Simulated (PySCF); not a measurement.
pyrimidine-2-carbonitrile (C₅H₃N₃), SMILES N#Cc1ncccn1. The structure is a stationary point at B3LYP-D3(BJ)/def2-SVP.

Computed with B3LYP-D3(BJ)/def2-SVP run with PySCF 2.14.0.

Harmonic wavenumbers (cm⁻¹): 136, 178, 364, 414, 514, 585, 593, 658, 822, 826, 849, 1006, 1018, 1027, 1094, 1112, 1279, 1298, 1308, 1458, 1461, 1616, 1630, 2384, 3164, 3166, 3216. Rotational constants (GHz): 6.057, 1.641, 1.291; symmetry number 2.

Question: Work out the zero-point energy and the ideal-gas rigid-rotor harmonic-oscillator thermochemistry at 298.15 K and 1 atm.

Answer: ZPE = ½ Σ hcν = ½ × 33177 cm⁻¹ = 198.45 kJ/mol. H − E(el) = 216.23 kJ/mol. Entropy in J/(mol K): translation 166.80, rotation 109.79, vibration 42.68, total 319.27. G − E(el) = 121.04 kJ/mol. Cp = 96.72 J/(mol K). Modes under 150 cm⁻¹ make the vibrational entropy uncertain.
